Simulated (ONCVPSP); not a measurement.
## molybdenum, ONCV: configuration errors across variants

```json
{"Element": "molybdenum", "Generator": "ONCVPSP 4.0.1", "Type": "optimised norm-conserving Vanderbilt (ONCV)", "Functional": "PBE", "Relativity": "fully relativistic", "Frozen core": "[Ar] 3d10", "Valence charge": "14", "Reference configuration": "4s2 4p6 4d5 5s0.5 5p0.5", "Partial waves": "4s+5s: rc 2.00 bohr, ncon 3, nbas 6, qcut 7.8 1/bohr, 2 projectors; 4p+5p: rc 2.40 bohr, ncon 4, nbas 8, qcut 6.2 1/bohr, 3 projectors, debl 0.4 Ha; 4d: rc 2.60 bohr, ncon 4, nbas 8, qcut 7.3 1/bohr, 2 projectors, debl 2.6 Ha", "Local potential": "polynomial inside 1.85 bohr (lpopt 3, dvloc0 3 Ha)", "Core correction": "none"}
```

Open shells are filled in proportion to 2j + 1.

All-electron excitation energies from the reference (eV): (1) 4s2 4p6 4d5 5s1 5p0 -1.543; (2) 4s2 4p6 4d5 5s0 5p0 5.348; (3) 4s2 4p6 4d4 5s0 5p0 20.809; (4) 4s2 4p6 4d6 5s0 5p0 -0.781.

A true bound ghost makes a file unfit for plane-wave use even where its test errors are small: the radial tests pick states by their node count and pass the ghost by.

Errors AE − PS in meV (a dash: test not solved or not reliable):

```tsv
change	(1)	(2)	(3)	(4)	bound ghosts	GHOST(+) flags above zero
base	0.0	+0.2	+1.7	+1.2	none	none
p: rc 1.9	+0.1	+0.4	+2.5	+1.2	p3/2	p1/2
p: rc 2.1	0.0	+0.2	+2.1	+1.2	none	none
p: rc 2.28	0.0	+0.2	+2.0	+1.2	none	none
p: rc 2.5	0.0	+0.2	+1.4	+1.1	none	none
p: rc 2.7	-0.1	0.0	+0.3	+1.0	none	none
p: rc 2.94	-0.1	-0.2	-1.8	+0.8	none	none
p: rc 3.08	-0.2	-0.5	-3.9	+0.8	none	none
p: rc 3.3	-0.3	-1.1	-7.6	+0.8	none	none
p: rc 3.44	-0.3	-1.3	-8.6	+0.8	none	none
```

Question: Give the same row for: p: rc 1.64; local potential polynomial inside 1.64 bohr (lpopt 3, dvloc0 3 Ha).

Answer: 0.0, +0.2, +2.1, +1.2; bound ghosts: none; GHOST(+) flags above zero: p3/2, p1/2.
